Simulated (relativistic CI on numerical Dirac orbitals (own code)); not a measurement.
**Ni+: 2p photoemission**

Computed with this model: Dirac-Coulomb-Breit CI, KLI orbitals optimised for each configuration, model QED (radiative potential, 1s self-energy scaled to tabulated hydrogen-like ionisation energies), valence Slater integrals scaled by 0.8, multiplet model of photoemission in the sudden approximation; configurations [Ar] 3d9 → [He] 2s2 2p5 3s2 3p6 3d9; 80 K; Lorentzian 0.5 eV and Gaussian 0.6 eV FWHM. Energies are those of the free ion, without screening or charge transfer. The energies are binding energies and can lie tens of eV above those of solids. S is read from ⟨S²⟩ = S(S + 1).

Field parameters in Wybourne normalisation: Oh B⁴₀ = 21Dq, B⁴₄ = √(5/14) B⁴₀. The field is a parameter set, without covalency.

Computed curve for free ion, scaled to 100 at the maximum (points under 2 are left out and the grid is thinned):

(Energy (eV), Intensity): (866.7, 2.0), (867.0, 2.6), (867.3, 3.4), (867.6, 4.7), (867.9, 7.2), (868.2, 12.5), (868.5, 26.6), (868.8, 60.0), (869.1, 96.4), (869.4, 90.8), (869.7, 64.9), (870.0, 49.4), (870.3, 38.2), (870.6, 31.0), (870.9, 23.6), (871.2, 21.6), (871.5, 32.3), (871.8, 47.8), (872.1, 45.6), (872.4, 27.1), (872.7, 12.5), (873.0, 6.3), (873.3, 3.9), (873.6, 2.7), (873.9, 2.1), (885.8, 2.5), (886.1, 3.5), (886.4, 5.4), (886.7, 9.7), (887.0, 20.9), (887.3, 44.2), (887.6, 69.5), (887.9, 77.1), (888.2, 57.6), (888.5, 28.7), (888.8, 12.7), (889.1, 6.6), (889.4, 4.0), (889.7, 2.8), (890.0, 2.0)

The ground state has S = 0.50, and the centroid lies at 876.02 eV.
